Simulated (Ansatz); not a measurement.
Pulling on the Al1–Br4 bond in AlBrH2 (SMILES [AlH2][Br]) (multiplicity 1 held, fragments rigid). Energies count from the point at 2.267 Å.
Geometry at that point (charge 0, multiplicity 1):
```json
[
 {"atom": "Al", "x (Å)": "-0.8354", "y (Å)": "-1.2987", "z (Å)": "0.2064"},
 {"atom": "H", "x (Å)": "-0.3244", "y (Å)": "-2.3295", "z (Å)": "1.2738"},
 {"atom": "H", "x (Å)": "-2.1257", "y (Å)": "-1.4794", "z (Å)": "-0.6685"},
 {"atom": "Br", "x (Å)": "0.3803", "y (Å)": "0.5912", "z (Å)": "-0.0940"}
]
```

R- and RO- levels are restricted; in cc, def2 and unpolarised 6-31G sets they are followed outwards from rest. Unrestricted levels (U-) break spin symmetry where that is lower. Active spaces are followed from a long bond inwards. Curves can end on different states.

Cores are frozen in the correlated methods. Filled d and f shells under p-block atoms count as core.

Programs: Ansatz (an electronic-structure program). Each number belongs to the level named beside it.

Energies in kcal/mol.

| R (Å) | U-r2SCAN/def2-TZVPP | U-wB97X-V/def2-TZVPP | R-MP2/def2-TZVPP | FIC-MRCISD+Q on CASSCF(6,4)/def2-TZVPP |
|---|---|---|---|---|
| 1.814 | 58.8 | 58.9 | 61.8 | 62.2 |
| 2.040 | 9.9 | 9.8 | 10.7 | 10.9 |
| 2.267 | 0.0 | 0.0 | 0.0 | 0.0 |
| 2.494 | 6.4 | 6.7 | 6.4 | 6.1 |
| 2.721 | 18.9 | 19.8 | 19.5 | 18.8 |
| 3.061 | 39.8 | 41.9 | 41.7 | 40.5 |
| 3.401 | 58.6 | 62.4 | 62.2 | 60.2 |
| 3.967 | 81.2 | 89.1 | 89.3 | 85.4 |
| 4.534 | 92.1 | 102.3 | 108.5 | 99.4 |
| 5.214 | 97.9 | 107.9 | 123.4 | 104.4 |
| 6.121 | 101.0 | 109.3 | 133.0 | 105.5 |
| 7.255 | 102.2 | 109.5 | 134.4 | 105.7 |

Doubts at one or more of the structures used: a spin-contaminated determinant (U-r2SCAN/def2-TZVPP, U-wB97X-V/def2-TZVPP); a restricted determinant that unrestricted orbitals would lower (R-MP2/def2-TZVPP); active orbitals that take no part (FIC-MRCISD+Q on CASSCF(6,4)/def2-TZVPP).
